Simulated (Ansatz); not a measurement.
C₆H₁₁O (SMILES CCCCC[C]=O), doublet, at a GFN2-xTB geometry; REVPBE/STO-3G in Ansatz (a program for electronic structure).

Input for Ansatz:
Ansatz 0.2 input:
```yaml
crystal:
  periodic: [false, false, false]
  atoms:
    - {symbol: C, position_ang: [3.13793001, 0.76859890, -0.36186149]}
    - {symbol: C, position_ang: [2.18839996, -0.37238058, -0.01844756]}
    - {symbol: C, position_ang: [0.73507137, -0.00503085, -0.30583483]}
    - {symbol: C, position_ang: [-0.22552012, -1.14189313, 0.03451458]}
    - {symbol: C, position_ang: [-1.67617273, -0.73318775, -0.22037725]}
    - {symbol: C, position_ang: [-2.09800373, 0.41923224, 0.61779209]}
    - {symbol: O, position_ang: [-3.00852289, 1.18158083, 0.53008418]}
    - {symbol: H, position_ang: [2.89529503, 1.65420697, 0.22114703]}
    - {symbol: H, position_ang: [4.16670274, 0.48825643, -0.14883159]}
    - {symbol: H, position_ang: [3.06323375, 1.02334495, -1.41685153]}
    - {symbol: H, position_ang: [2.45864381, -1.25732444, -0.59959055]}
    - {symbol: H, position_ang: [2.29360541, -0.62608954, 1.03866288]}
    - {symbol: H, position_ang: [0.63113626, 0.25493337, -1.36220281]}
    - {symbol: H, position_ang: [0.45746489, 0.87495683, 0.28034244]}
    - {symbol: H, position_ang: [-0.10658539, -1.41441062, 1.08477547]}
    - {symbol: H, position_ang: [0.01323041, -2.01972603, -0.56962695]}
    - {symbol: H, position_ang: [-1.82328462, -0.48738207, -1.27914719]}
    - {symbol: H, position_ang: [-2.35148747, -1.55544526, 0.03593604]}
basis:
  gaussian:
    orbitals: STO-3G
hamiltonian:
  xc: revpbe
magnetization: {spin_polarized: true, initial_magnetization: 1}
```

It wrote (shortened):

```
Functional definition: revPBE
659 factors; integrals over basis functions are off by at most 3.8e-5 eV
mean field evaluation 1: about -8340.0199 eV, gradient 5.9e0 eV
mean field evaluation 2: about -8339.3339 eV, gradient 1.4e1 eV
mean field evaluation 4: about -8340.2356 eV, gradient 7.1e-1 eV
mean field evaluation 8: about -8340.0341 eV, gradient 1.8e-2 eV
mean field -8340.03413046 eV, -306.4906012164 hartree, gradient 7.9e-5 eV, S^2 0.750572; 0 other end points of the search recorded, 0 dependent functions left out
reference -8340.03416467 eV, -306.4906024734 hartree; 28, 27 occupied and 18, 19 virtual orbitals, 659 factors
Total energy: -8340.03416467 eV, -306.4906024734 hartree
```
